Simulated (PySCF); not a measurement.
**Tl²⁺ (thallium, charge +2) across methods**

[Xe] 4f14 5d9 6s1 6p1, one real determinant (an excited configuration). All numbers are calculated (PySCF 2.14, scalar relativity by spin-free X2C-1e, in ANO-RCC-VTZP (8s7p5d3f2g, 93 functions)).

```tsv
method	E (hartree)	mean ε 5d β (eV)	mean ε 6s α (eV)	mean ε 6p α (eV)	Σ⟨r²⟩ (bohr²)	⟨S²⟩
UHF	-20241.31095	-44.752	-32.833	-22.514	49.36	3.753
LDA	-20234.89	-37.383	-28.980	-18.948	49.18	3.751
r2SCAN	-20247.24	-37.645	-29.114	-19.143	49.05	3.752
PBE	-20247.28	-37.149	-28.657	-18.809	49.23	3.751
```

Problem. Estimate the same row for PBE0.

Solution. E (hartree) = -20246.99; mean ε 5d β (eV) = -39.360; mean ε 6s α (eV) = -29.915; mean ε 6p α (eV) = -19.866; Σ⟨r²⟩ (bohr²) = 49.14; ⟨S²⟩ = 3.751.

⟨L²⟩ = 8.04 against 12 for a pure F term, so this real determinant mixes terms. Spin-orbit coupling, absent here, splits the open shell strongly.
